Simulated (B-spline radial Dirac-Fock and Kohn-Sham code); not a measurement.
# How the binding energies of V¹⁵⁺ add up

System: V¹⁵⁺ in the configuration [He] 2s2 2p4; nuclear rms radius 3.6002 fm (A = 51).

Method: multi-electron Dirac-Fock with separately optimised hole states, Breit and Lamb-shift corrections added in first order. Computed with a radial B-spline solver. Correlation and solid-state effects are left out. Energies are counted from the vacuum level.

All terms are in eV, carry their sign (relaxation lowers the binding energy) and add up to the binding energy; ⟨r⟩ is the mean radius of the orbital in the initial state.

```csv
subshell,−ε (Koopmans),relaxation,Breit,self-energy,vacuum polarisation,binding energy,⟨r⟩ (bohr)
K (1s),6122.6,-14.78,-5.07,-2.58,0.21,6100.4,0.066
L1 (2s),1157.2,-1.53,-0.40,-0.27,0.02,1155.0,0.293
"L2,3 (2p)",1072.0,-2.11,-0.49,0.02,0.00,1069.4,0.257
```

For the deepest level, K (1s), the Breit terms make up -0.083 % of the binding energy, QED -0.039 % and orbital relaxation -0.242 %.

Going to the tabulated ground configuration of the next ion removes an electron from L2,3 (2p), computed at 1069.4 eV. NIST lists 1062.9 ± 2 eV as the ionisation energy of this species (semi-empirical), -6.48 eV from the computed value. Where a p, d or f shell is open in either ion the computed value averages over both j values and all terms, while the table refers to the lowest levels; that difference holds spin-orbit splitting (largest in heavy or highly charged ions), term energies where several electrons share open shells, and correlation, and it can reach 10 % or more.
